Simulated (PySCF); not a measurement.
C7H5Cl3.
Bonds: C1–C2 (double), C2–C3, C3–C4 (double), C4–C5, C5–C6, C6–Cl7, C6–Cl8, C6–Cl9, C5–C10 (double), C2–C10. Hydrogens: H11, H12 on C1; H13 on C3; H14 on C4; H15 on C10.

Computed with PySCF at wB97X-D/def2-SVPD, non-relativistic, on one gas-phase PBE0-D3(BJ)/def2-SVP geometry that isn't relaxed in the solvent. The solvent is an IEF-PCM continuum (van der Waals radii × 1.2). The model holds no explicit solvent molecules, cavitation or dispersion.

Gas phase at wB97X-D/def2-SVPD: HOMO -8.80 eV, LUMO -0.79 eV, dipole 3.14 D.

Question: What does the continuum do to the energy, the frontier levels and the dipole at wB97X-D/def2-SVPD in acetonitrile and water?

Answer: 
```csv
solvent,ε,E(solvent) − E(gas) (kcal/mol),polarisation term (kcal/mol),distortion of the solute (kcal/mol),HOMO (eV),LUMO (eV),dipole (D)
acetonitrile,35.69,-4.21,-4.98,0.77,-8.73,-0.64,4.36
water,78.36,-4.33,-5.14,0.81,-8.73,-0.64,4.39
```

The polarisation term is half the interaction of the solute with the surface charges that it induces; the rest is the cost of distorting the solute's density. The sum is the electrostatic part of solvation alone. From acetonitrile to water the lowering changes by a factor 1.03, Onsager's factor (ε − 1)/(2ε + 1) by 1.02 and ε itself by 2.2.

Question: Which radius a makes the point-dipole formula ΔE = −[(ε − 1)/(2ε + 1)]·μ²/a³ give the value in water, with the gas-phase dipole?

Answer: μ = 1.235 au and |ΔE| = 0.00690 Eh give a = 2.52 Å; the farthest nucleus lies 3.52 Å from the centroid of the nuclei, so such a sphere wouldn't even hold the nuclei. The formula assumes a rigid point dipole at the centre of a sphere.

Question: How does the static polarisability (wB97X-D/def2-SVPD, frozen core, with the continuum's full static response) change?

Answer: 
```json
{"medium": "gas", "isotropic (au)": "127.7", "principal values (au)": "94.1, 116.0, 172.9", "⟨r²⟩ of the electrons (bohr²)": "2233.5"}
{"medium": "acetonitrile", "isotropic (au)": "181.5", "principal values (au)": "134.7, 163.9, 246.0", "⟨r²⟩ of the electrons (bohr²)": "2230.2"}
{"medium": "water", "isotropic (au)": "183.4", "principal values (au)": "136.4, 165.5, 248.3", "⟨r²⟩ of the electrons (bohr²)": "2230.1"}
```

The isotropic value in water is 1.44 times the gas-phase one; no cavity-field correction is applied. ⟨r²⟩ is taken about the centre of nuclear charge.

The values belong to the conformer `[CH2:1]=[C:2]1[CH:3]=[CH:4][C:5]([C:6]([Cl:7])([Cl:8])[Cl:9])=[CH:10]1`: C4–C5–C6–Cl7 59°.

The pairwise dispersion term of wB97X-D wasn't added to the energies; at a given geometry it leaves orbitals and properties as they are.
